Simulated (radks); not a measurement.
Results of a calculation; reference values are marked as such.
Task: Species: the cobalt ion Co7+. Configuration: [Ar] 3d2. Level of theory: scalar-relativistic Kohn-Sham, BLYP, spin-polarised, spherical densities, finite nucleus; open shells are filled with parallel spins first; Fermi nuclear charge, rms radius 3.7875 fm (a radial shooting solver on a logarithmic mesh with Libxc functionals). Some entries of the table are withheld. Estimate them.

| orbital | occ. | eigenvalue (hartree) | <r> (bohr) | <1/r> (bohr^-1) |
|---|---|---|---|---|
| 1s down | 1 | -284.6355 | 0.05620 | 27.03 |
| 1s up | 1 | -284.6355 | 0.05620 | 27.03 |
| 2s up | 1 | -38.71944 | 0.2554 | 5.813 |
| 2s down | 1 | -38.65656 | 0.2551 | 5.820 |
| 2p up | 3 | -33.97044 | (1) | (2) |
| 2p down | 3 | -33.92268 | (3) | (4) |
| 3s up | 1 | -8.86953 | (5) | 1.954 |
| 3s down | 1 | -8.74572 | (6) | 1.947 |
| 3p up | 3 | -7.46911 | 0.7438 | 1.846 |
| 3p down | 3 | -7.34714 | 0.7468 | 1.837 |
| 3d up | 2 | -5.25270 | 0.7504 | 1.640 |
| 3d down | 0 | -5.12785 | 0.7569 | 1.630 |

Result: 
(1) 2p up <r> (bohr): 0.2250
(2) 2p up <1/r> (bohr^-1): 5.704
(3) 2p down <r> (bohr): 0.2246
(4) 2p down <1/r> (bohr^-1): 5.710
(5) 3s up <r> (bohr): 0.7284
(6) 3s down <r> (bohr): 0.7306
